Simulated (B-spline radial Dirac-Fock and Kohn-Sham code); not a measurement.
# Relativistic shifts of the levels of W⁶⁺

System: tungsten as W⁶⁺, [Xe] 4f14.

Both columns are ΔSCF binding energies of the configuration average from a B-spline atomic structure program: non-relativistic Hartree-Fock with a point nucleus, and Dirac-Fock with a finite nucleus and the Coulomb interaction alone, averaged over the two j levels with weights 2j+1.

```csv
shell,Hartree-Fock (eV),Dirac-Fock (eV),shift (eV),shift (%)
1s,64297.0,69959.5,+5662.50,+8.81
2s,10738.1,12239.7,+1501.62,+13.98
2p,10274.7,10773.7,+499.05,+4.86
3s,2553.2,2923.7,+370.53,+14.51
3p,2338.4,2477.1,+138.69,+5.93
3d,1942.1,1925.4,-16.79,-0.86
4s,601.6,692.1,+90.49,+15.04
4p,510.8,542.5,+31.71,+6.21
4d,345.8,341.1,-4.63,-1.34
4f,129.5,119.7,-9.73,-7.51
5s,151.5,166.9,+15.47,+10.21
5p,120.4,124.3,+3.97,+3.30
```

Relativity binds 1s, 2s, 2p, 3s, 3p, 4s, 4p, 5s, 5p more strongly, among those listed most of all 4s in relative terms, and 3d, 4d, 4f more weakly, because the contracted s and p shells screen the nucleus better.

Values without a named source are computed, but for edge energies of neutral atoms, which are taken from tables.
